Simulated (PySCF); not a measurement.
Working with the constants of TiSi⁻

ROHF constants of TiSi⁻, quartet, unpaired electrons σ ↑, π ↑, δ ↑, a mixture of terms (⟨Lz²⟩ = 5.0) (PySCF, no relativity, basis sets Ti def2-TZVPPD, Si def2-TZVPPD; masses 47.9479 and 27.9769 u):

* ωe: 247.6 cm⁻¹
* ωexe: 2.06 cm⁻¹
* Be: 0.14332 cm⁻¹
* αe: 0.00135 cm⁻¹
* D (centrifugal): 1.92e-07 cm⁻¹

(1) Give the vibrational terms G(v) and spacings up to v = 3.

UHF is strongly spin-contaminated for TiSi⁻, so the ROHF reference used there is far from stable. Hartree–Fock leaves out correlation, which carries a large part of most bond energies and some tenths to 1 eV of ionisation energies. The state is the lowest single determinant that the PBE0 search found; with open d or f shells the true ground state can be another one.

Answers

(1) G(v) = ωe(v+½) − ωexe(v+½)².

```tsv
v	G(v) (cm⁻¹)	G(v) − G(v−1)	Bv (cm⁻¹)
0	123		0.1426
1	367	243	0.1413
2	606	239	0.1399
3	841	235	0.1386
```
